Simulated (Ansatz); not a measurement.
**Which is lower?**

The two ends of one reaction step of Si2AsH9, closed shell (PBE0-D4/def2-TZVP).

A:

```csv
atom,x (Å),y (Å),z (Å)
Si1,-1.0486,-0.7192,-0.1637
H2,2.8051,0.5162,2.1646
H3,-2.1192,-1.0321,-1.1496
H4,-1.3948,-1.3802,1.1247
Si5,-0.8925,1.5919,0.1478
H6,2.6879,-0.0004,1.6379
As7,1.0693,-1.5486,-0.8350
H8,0.1375,1.8976,1.1756
H9,-2.1960,2.1587,0.5875
H10,-0.4967,2.2426,-1.1306
H11,0.9656,-0.8760,-2.1970
H12,0.4826,-2.8507,-1.3621
```

B:

Si1  (-0.604, 0.315, 0.301)
H2  (0.878, 0.326, 0.157)
H3  (-1.201, -0.161, -0.975)
H4  (-0.971, -0.628, 1.390)
Si5  (-1.368, 2.470, 0.798)
H6  (2.676, -2.374, -0.112)
As7  (1.398, -2.793, -0.822)
H8  (-0.768, 2.951, 2.072)
H9  (-2.849, 2.475, 0.939)
H10  (-0.991, 3.413, -0.290)
H11  (1.740, -1.961, -2.049)
H12  (2.058, -4.034, -1.407)
(Å)

Ansatz 0.2.0; basis: def2-TZVPP; cores frozen in the correlated methods. Filled d shells of the heavier atoms are correlated. The def2 sets are not built for correlating such inner shells, so the correlated values are less sure here. B3LYP uses VWN-RPA correlation.

**Question.** Which structure is lower at CCSD(T), and by how much? (Judge from chemistry; the value comes from the calculation.)

**Answer.** Computed: A, by 1.55 kcal/mol (electronic energy, against the other). By their contacts, A is a complex of Si₂AsH₇ ([SiH3][SiH2][AsH2]) + H₂ and B is a complex of Si₂H₆ ([SiH3][SiH3]) + AsH₃.

**Question.** Do the other methods give the same order? (A judgement: the text doesn't fix the answer.)

**Answer.** The calculation gives: Not all: HF gives the other order.

| method | E(B) − E(A) (kcal/mol) |
| --- | --- |
| SPW92 | 2.34 |
| PBE-D4 | 4.20 |
| BLYP-D4 | 2.63 |
| r2SCAN-D4 | 3.07 |
| B97M-V | 0.53 |
| PBE0-D4 | 3.39 |
| B3LYP-D4 | 1.91 |
| r2SCAN0-D4 | 2.69 |
| BHLYP-D4 | 0.92 |
| CAM-B3LYP-D4 | 0.14 |
| wB97X-V | 1.22 |
| wB97M-V | 1.59 |
| B2PLYP | 1.26 |
| PBE-QIDH | 2.76 |
| RPA on PBE | 0.54 |
| HF | -3.32 |
| MP2 | 3.65 |
| CCSD | 0.42 |
| CCSD(T) | 1.55 |

T1 diagnostic: at most 0.012.

Labels in which every atom is bracketed show which atoms are joined, not bond orders.

For scale, one of the runs: CCSD(T)/def2-TZVPP, 258 basis functions, launched by `ansatz run in.yaml --threads 8 --pin off --events-out ev --progress --plain --max-ram 19148MiB`. Hardware: 8 CPU threads of an Arm Neoverse V1, shared host. Wall time 96 s; peak host memory 5.4 GiB.
